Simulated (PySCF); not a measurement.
# The second ionisation energy along the third row

All values are computed (PySCF 2.14, energy differences of UHF-based or UKS calculations, no spin-orbit coupling). Values in eV. The last column holds reference values (NIST; (s) semi-empirical, (t) theoretical, else measured). Unmarked ones compare directly (S terms, centres of terms, or small fine structure); those marked * lie between the lowest fine-structure levels and include a spin-orbit shift.

```tsv
element	configurations	UHF	PBE	PBE0	r2SCAN	MP2 (valence)	CCSD (valence)	reference
Mg (aug-cc-pVQZ, non-relativistic)	[Ne] 3s1 → [Ne]	14.724	15.342	15.236	15.019	n/a	n/a	15.035
Al (aug-cc-pV(Q+d)Z, non-relativistic)	[Ne] 3s2 → [Ne] 3s1	17.521	18.763	18.656	18.380	18.314	18.615	18.829
Si (aug-cc-pV(Q+d)Z, non-relativistic)	[Ne] 3s2 3p1 → [Ne] 3s2	15.845	16.413	16.438	16.539	16.137	16.237	16.322
P (aug-cc-pV(Q+d)Z, non-relativistic)	[Ne] 3s2 3p2 → [Ne] 3s2 3p1	19.169	19.786	19.823	19.947	19.655	19.680	19.769 (s) *
S (aug-cc-pV(Q+d)Z, non-relativistic)	[Ne] 3s2 3p3 → [Ne] 3s2 3p2	22.724	23.319	23.387	23.517	23.387	23.307	23.338 *
Cl (aug-cc-pV(Q+d)Z, non-relativistic)	[Ne] 3s2 3p4 → [Ne] 3s2 3p3	22.597	23.850	23.845	23.807	23.496	23.615	23.771
Ar (aug-cc-pV(Q+d)Z, non-relativistic)	[Ne] 3s2 3p5 → [Ne] 3s2 3p4	26.372	27.597	27.610	27.668	27.497	27.478	27.630 *
```

| method | elements | mean error (eV) | mean absolute error (eV) | largest error (eV) |
| --- | --- | --- | --- | --- |
| UHF | 4 | -0.817 | 0.817 | -1.307 |
| PBE | 4 | 0.103 | 0.136 | 0.307 |
| PBE0 | 4 | 0.054 | 0.141 | 0.201 |
| r2SCAN | 4 | -0.053 | 0.180 | -0.448 |
| MP2 (valence) | 3 | -0.325 | 0.325 | -0.514 |
| CCSD (valence) | 3 | -0.152 | 0.152 | -0.214 |

Errors include the incompleteness of the basis and the frozen core.

"Valence" correlates the outer s and p shells and, in groups 3 to 12 and the f block, the outer d or f shell, open or full, or the next shell where the ion has no valence electron left; the wider scheme adds the next inner shell.
